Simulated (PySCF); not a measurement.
**`COC(=O)c1cccs1`, C₆H₆O₂S**

Geometry:
```tsv
atom	x (Å)	y (Å)	z (Å)
C1	2.989	-0.063	0.663
O2	1.598	0.194	0.724
C3	0.823	-0.605	-0.023
O4	1.249	-1.495	-0.714
C5	-0.597	-0.258	0.107
C6	-1.638	-0.889	-0.537
C7	-2.896	-0.326	-0.213
C8	-2.783	0.722	0.670
S9	-1.159	1.029	1.111
H10	3.363	0.050	-0.365
H11	3.214	-1.086	1.002
H12	3.466	0.669	1.324
H13	-1.470	-1.727	-1.214
H14	-3.849	-0.675	-0.613
H15	-3.585	1.332	1.085
```

Level of theory: quadratic response CAM-B3LYP/aug-cc-pVDZ first hyperpolarisability, Taylor convention, gas phase in PySCF 2.14.0. Geometry: PBE0-D3(BJ)/def2-SVP.

Problem. Give the tensor of the second harmonic β(−2ω;ω,ω) at 1064 nm in the axes of these coordinates.

Solution. In au, Taylor convention; rows are the first index (the induced dipole):
```
       xx     yy     zz      xy     xz     yz
x  -284.4  +18.3  +43.4  +118.3  +58.5   +2.0
y  +122.8  -47.9  -18.4    +7.8   -3.7  -10.9
z   +62.5  -10.5  -30.6    -4.3  +35.8  -16.9
```
Norm of βᵢ = ⅓ Σⱼ (βᵢⱼⱼ + βⱼᵢⱼ + βⱼⱼᵢ): 241.8 au, hyper-Rayleigh value 134.2 au.
